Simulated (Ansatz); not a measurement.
Ansatz (a program for electronic structure) input (HF/6-31G* with LANL2DZ past Ar): The .json file joins the Basis Set Exchange's 6-31G* for atoms up to Ar and LANL2DZ past it.

Ansatz 0.2 input:
```yaml
crystal:
  periodic: [false, false, false]
  atoms:
    - {symbol: C, position_ang: [-3.87198131, -1.26894192, -0.35237805]}
    - {symbol: C, position_ang: [-2.38064738, -1.38590375, -0.58159602]}
    - {symbol: O, position_ang: [-1.75297487, -0.26146748, 0.02906465]}
    - {symbol: Ge, position_ang: [-0.08699853, 0.06567760, 0.04883160]}
    - {symbol: Br, position_ang: [0.74496142, 0.28299266, -2.16457444]}
    - {symbol: Br, position_ang: [0.19477394, 2.07855977, 1.23160242]}
    - {symbol: Br, position_ang: [1.09439670, -1.69484573, 1.11813625]}
    - {symbol: H, position_ang: [-4.38293533, -2.11223645, -0.80607473]}
    - {symbol: H, position_ang: [-4.09246817, -1.25902121, 0.70829801]}
    - {symbol: H, position_ang: [-4.25221239, -0.35485302, -0.79239213]}
    - {symbol: H, position_ang: [-1.99188678, -2.29672948, -0.14075465]}
    - {symbol: H, position_ang: [-2.15159525, -1.39276368, -1.64110888]}
basis:
  gaussian:
    orbitals: 6-31Gs+LANL2DZ.json
hamiltonian:
  xc: {name: HF}
phonons: {temperatures: {t_min: 298.15, t_max: 298.15, t_step: 100}}
```

Output:

```
Functional definition: HF
integrals: 0.04 GiB planned
1205 factors; integrals over basis functions are off by at most 3.8e-4 eV
mean field: 0.28 GiB planned
mean field evaluation 1: about -5330.7889 eV, gradient 3.5e1 eV
mean field evaluation 2: about -5330.9464 eV, gradient 3.6e1 eV
mean field evaluation 4: about -5334.4315 eV, gradient 4.1e0 eV
mean field evaluation 8: about -5334.4819 eV, gradient 1.7e-4 eV
mean field -5334.48193322 eV, -196.0385952042 hartree, gradient 2.1e-5 eV, S^2 0.000000; 0 other end points of the search recorded, 0 dependent functions left out
the calculation of the forces begins
reference -5334.48193322 eV, -196.0385952042 hartree; 25, 25 occupied and 62, 62 virtual orbitals, 1205 factors
these checks for a lower state are left out or cut short: stability, starts, cluster_reference, orbital_swaps, neighbouring_geometries, increment
integrals: 0.04 GiB planned
1205 factors; integrals over basis functions are off by at most 3.8e-4 eV
mean field: 0.28 GiB planned
mean field evaluation 16: about -5334.4817 eV, gradient 1.6e-4 eV
mean field -5334.48173370 eV, -196.0385878720 hartree, gradient 1.2e-6 eV, S^2 0.000000; 0 other end points of the search recorded, 0 dependent functions left out
the calculation of the forces begins
reference -5334.48173370 eV, -196.0385878720 hartree; 25, 25 occupied and 62, 62 virtual orbitals, 1205 factors
these checks for a lower state are left out or cut short: stability, starts, cluster_reference, orbital_swaps, neighbouring_geometries, increment
integrals: 0.04 GiB planned
1205 factors; integrals over basis functions are off by at most 3.8e-4 eV
mean field: 0.28 GiB planned
mean field -5334.48172967 eV, -196.0385877238 hartree, gradient 1.2e-6 eV, S^2 0.000000; 0 other end points of the search recorded, 0 dependent functions left out
the calculation of the forces begins
reference -5334.48172967 eV, -196.0385877238 hartree; 25, 25 occupied and 62, 62 virtual orbitals, 1205 factors
these checks for a lower state are left out or cut short: stability, starts, cluster_reference, orbital_swaps, neighbouring_geometries, increment
integrals: 0.04 GiB planned
1205 factors; integrals over basis functions are off by at most 3.8e-4 eV
mean field: 0.28 GiB planned
mean field evaluation 32: about -5334.4817 eV, gradient 3.1e-6 eV
mean field -5334.48174740 eV, -196.0385883754 hartree, gradient 3.1e-6 eV, S^2 0.000000; 0 other end points of the search recorded, 0 dependent functions left out
the calculation of the forces begins
reference -5334.48174740 eV, -196.0385883754 hartree; 25, 25 occupied and 62, 62 virtual orbitals, 1205 factors
these checks for a lower state are left out or cut short: stability, starts, cluster_reference, orbital_swaps, neighbouring_geometries, increment
integrals: 0.04 GiB planned
1205 factors; integrals over basis functions are off by at most 3.8e-4 eV
mean field: 0.28 GiB planned
mean field -5334.48174523 eV, -196.0385882958 hartree, gradient 3.1e-6 eV, S^2 0.000000; 0 other end points of the search recorded, 0 dependent functions left out
the calculation of the forces begins
reference -5334.48174523 eV, -196.0385882958 hartree; 25, 25 occupied and 62, 62 virtual orbitals, 1205 factors
these checks for a lower state are left out or cut short: stability, starts, cluster_reference, orbital_swaps, neighbouring_geometries, increment
integrals: 0.04 GiB planned
1205 factors; integrals over basis functions are off by at most 3.8e-4 eV
mean field: 0.28 GiB planned
mean field -5334.48175541 eV, -196.0385886697 hartree, gradient 3.8e-6 eV, S^2 0.000000; 0 other end points of the search recorded, 0 dependent functions left out
the calculation of the forces begins
reference -5334.48175541 eV, -196.0385886697 hartree; 25, 25 occupied and 62, 62 virtual orbitals, 1205 factors
these checks for a lower state are left out or cut short: stability, starts, cluster_reference, orbital_swaps, neighbouring_geometries, increment
integrals: 0.04 GiB planned
1205 factors; integrals over basis functions are off by at most 3.8e-4 eV
mean field: 0.28 GiB planned
mean field -5334.48177322 eV, -196.0385893243 hartree, gradient 3.1e-6 eV, S^2 0.000000; 0 other end points of the search recorded, 0 dependent functions left out
the calculation of the forces begins
reference -5334.48177322 eV, -196.0385893243 hartree; 25, 25 occupied and 62, 62 virtual orbitals, 1205 factors
these checks for a lower state are left out or cut short: stability, starts, cluster_reference, orbital_swaps, neighbouring_geometries, increment
integrals: 0.04 GiB planned
1205 factors; integrals over basis functions are off by at most 3.8e-4 eV
mean field: 0.28 GiB planned
mean field -5334.48173758 eV, -196.0385880146 hartree, gradient 3.6e-6 eV, S^2 0.000000; 0 other end points of the search recorded, 0 dependent functions left out
[...]
1205 factors; integrals over basis functions are off by at most 3.8e-4 eV
mean field: 0.28 GiB planned
mean field -5334.48191165 eV, -196.0385944116 hartree, gradient 8.4e-7 eV, S^2 0.000000; 0 other end points of the search recorded, 0 dependent functions left out
the calculation of the forces begins
reference -5334.48191165 eV, -196.0385944116 hartree; 25, 25 occupied and 62, 62 virtual orbitals, 1205 factors
these checks for a lower state are left out or cut short: stability, starts, cluster_reference, orbital_swaps, neighbouring_geometries, increment
integrals: 0.04 GiB planned
1205 factors; integrals over basis functions are off by at most 3.8e-4 eV
mean field: 0.28 GiB planned
mean field evaluation 224: about -5334.4819 eV, gradient 5.4e-2 eV
mean field -5334.48191009 eV, -196.0385943542 hartree, gradient 8.7e-7 eV, S^2 0.000000; 0 other end points of the search recorded, 0 dependent functions left out
the calculation of the forces begins
reference -5334.48191009 eV, -196.0385943542 hartree; 25, 25 occupied and 62, 62 virtual orbitals, 1205 factors
these checks for a lower state are left out or cut short: stability, starts, cluster_reference, orbital_swaps, neighbouring_geometries, increment
integrals: 0.04 GiB planned
1205 factors; integrals over basis functions are off by at most 3.8e-4 eV
mean field: 0.28 GiB planned
mean field -5334.48191703 eV, -196.0385946092 hartree, gradient 1.8e-6 eV, S^2 0.000000; 0 other end points of the search recorded, 0 dependent functions left out
the calculation of the forces begins
reference -5334.48191703 eV, -196.0385946092 hartree; 25, 25 occupied and 62, 62 virtual orbitals, 1205 factors
these checks for a lower state are left out or cut short: stability, starts, cluster_reference, orbital_swaps, neighbouring_geometries, increment
integrals: 0.04 GiB planned
1205 factors; integrals over basis functions are off by at most 3.8e-4 eV
mean field: 0.28 GiB planned
mean field -5334.48191559 eV, -196.0385945561 hartree, gradient 1.7e-6 eV, S^2 0.000000; 0 other end points of the search recorded, 0 dependent functions left out
the calculation of the forces begins
reference -5334.48191559 eV, -196.0385945561 hartree; 25, 25 occupied and 62, 62 virtual orbitals, 1205 factors
these checks for a lower state are left out or cut short: stability, starts, cluster_reference, orbital_swaps, neighbouring_geometries, increment
integrals: 0.04 GiB planned
1205 factors; integrals over basis functions are off by at most 3.8e-4 eV
mean field: 0.28 GiB planned
mean field -5334.48182110 eV, -196.0385910836 hartree, gradient 2.5e-6 eV, S^2 0.000000; 0 other end points of the search recorded, 0 dependent functions left out
the calculation of the forces begins
reference -5334.48182110 eV, -196.0385910836 hartree; 25, 25 occupied and 62, 62 virtual orbitals, 1205 factors
these checks for a lower state are left out or cut short: stability, starts, cluster_reference, orbital_swaps, neighbouring_geometries, increment
integrals: 0.04 GiB planned
1205 factors; integrals over basis functions are off by at most 3.8e-4 eV
mean field: 0.28 GiB planned
mean field -5334.48182228 eV, -196.0385911270 hartree, gradient 2.5e-6 eV, S^2 0.000000; 0 other end points of the search recorded, 0 dependent functions left out
the calculation of the forces begins
reference -5334.48182228 eV, -196.0385911270 hartree; 25, 25 occupied and 62, 62 virtual orbitals, 1205 factors
these checks for a lower state are left out or cut short: stability, starts, cluster_reference, orbital_swaps, neighbouring_geometries, increment
integrals: 0.04 GiB planned
1205 factors; integrals over basis functions are off by at most 3.8e-4 eV
mean field: 0.28 GiB planned
mean field evaluation 256: about -5334.4819 eV, gradient 8.9e-5 eV
mean field -5334.48189867 eV, -196.0385939344 hartree, gradient 2.6e-6 eV, S^2 0.000000; 0 other end points of the search recorded, 0 dependent functions left out
the calculation of the forces begins
reference -5334.48189867 eV, -196.0385939344 hartree; 25, 25 occupied and 62, 62 virtual orbitals, 1205 factors
these checks for a lower state are left out or cut short: stability, starts, cluster_reference, orbital_swaps, neighbouring_geometries, increment
integrals: 0.04 GiB planned
1205 factors; integrals over basis functions are off by at most 3.8e-4 eV
mean field: 0.28 GiB planned
mean field -5334.48190086 eV, -196.0385940149 hartree, gradient 2.5e-6 eV, S^2 0.000000; 0 other end points of the search recorded, 0 dependent functions left out
the calculation of the forces begins
reference -5334.48190086 eV, -196.0385940149 hartree; 25, 25 occupied and 62, 62 virtual orbitals, 1205 factors
these checks for a lower state are left out or cut short: stability, starts, cluster_reference, orbital_swaps, neighbouring_geometries, increment
integrals: 0.04 GiB planned
1205 factors; integrals over basis functions are off by at most 3.8e-4 eV
mean field: 0.28 GiB planned
mean field -5334.48185037 eV, -196.0385921593 hartree, gradient 1.6e-6 eV, S^2 0.000000; 0 other end points of the search recorded, 0 dependent functions left out
the calculation of the forces begins
reference -5334.48185037 eV, -196.0385921593 hartree; 25, 25 occupied and 62, 62 virtual orbitals, 1205 factors
these checks for a lower state are left out or cut short: stability, starts, cluster_reference, orbital_swaps, neighbouring_geometries, increment
integrals: 0.04 GiB planned
1205 factors; integrals over basis functions are off by at most 3.8e-4 eV
mean field: 0.28 GiB planned
mean field -5334.48184463 eV, -196.0385919484 hartree, gradient 1.6e-6 eV, S^2 0.000000; 0 other end points of the search recorded, 0 dependent functions left out
the calculation of the forces begins
reference -5334.48184463 eV, -196.0385919484 hartree; 25, 25 occupied and 62, 62 virtual orbitals, 1205 factors
these checks for a lower state are left out or cut short: stability, starts, cluster_reference, orbital_swaps, neighbouring_geometries, increment
integrals: 0.04 GiB planned
1205 factors; integrals over basis functions are off by at most 3.8e-4 eV
mean field: 0.28 GiB planned
mean field -5334.48189657 eV, -196.0385938571 hartree, gradient 2.5e-6 eV, S^2 0.000000; 0 other end points of the search recorded, 0 dependent functions left out
the calculation of the forces begins
reference -5334.48189657 eV, -196.0385938571 hartree; 25, 25 occupied and 62, 62 virtual orbitals, 1205 factors
these checks for a lower state are left out or cut short: stability, starts, cluster_reference, orbital_swaps, neighbouring_geometries, increment
integrals: 0.04 GiB planned
1205 factors; integrals over basis functions are off by at most 3.8e-4 eV
mean field: 0.28 GiB planned
mean field evaluation 288: about -5334.4819 eV, gradient 2.4e-6 eV
mean field -5334.48189656 eV, -196.0385938569 hartree, gradient 2.4e-6 eV, S^2 0.000000; 0 other end points of the search recorded, 0 dependent functions left out
the calculation of the forces begins
reference -5334.48189656 eV, -196.0385938569 hartree; 25, 25 occupied and 62, 62 virtual orbitals, 1205 factors
Total energy: -5334.48193322 eV, -196.0385952042 hartree
Atom 0 at    -3.871981    -1.268942    -0.352378 Å, force     0.000564     0.000593     0.000298 eV/Å
Atom 1 at    -2.380647    -1.385904    -0.581596 Å, force    -0.000605    -0.002980    -0.001731 eV/Å
Atom 2 at    -1.752975    -0.261467     0.029065 Å, force     0.001653     0.001342     0.000632 eV/Å
Atom 3 at    -0.086999     0.065678     0.048832 Å, force    -0.001768     0.000025     0.000203 eV/Å
Atom 4 at     0.744961     0.282993    -2.164574 Å, force     0.000125     0.000010    -0.000239 eV/Å
Atom 5 at     0.194774     2.078560     1.231602 Å, force     0.000050    -0.000144    -0.000092 eV/Å
Atom 6 at     1.094397    -1.694846     1.118136 Å, force     0.000161    -0.000194     0.000098 eV/Å
Atom 7 at    -4.382935    -2.112236    -0.806075 Å, force    -0.000143    -0.000547    -0.000314 eV/Å
Atom 8 at    -4.092468    -1.259021     0.708298 Å, force     0.000303     0.000289    -0.000439 eV/Å
Atom 9 at    -4.252212    -0.354853    -0.792392 Å, force     0.000393    -0.000220     0.000407 eV/Å
Atom 10 at    -1.991887    -2.296729    -0.140755 Å, force    -0.000429     0.001263     0.000008 eV/Å
Atom 11 at    -2.151595    -1.392764    -1.641109 Å, force    -0.000305     0.000563     0.001170 eV/Å
Dipole moment:    -0.482442    -0.329642    -0.147255 e Å
Vibrations: 36.21 52.46 67.78 90.11 96.15 116.96 202.68 228.14 248.80 282.55 322.43 334.95 375.64 733.25 884.25 1014.54 1165.31 1223.22 1291.89 1439.24 1545.04 1581.93 1626.00 1642.10 1673.33 3216.21 3227.79 3267.87 3285.86 3304.24 cm⁻¹, zero-point energy 2.143496 eV
```

The blocks after the first are displaced geometries, from whose forces the wavenumbers follow.
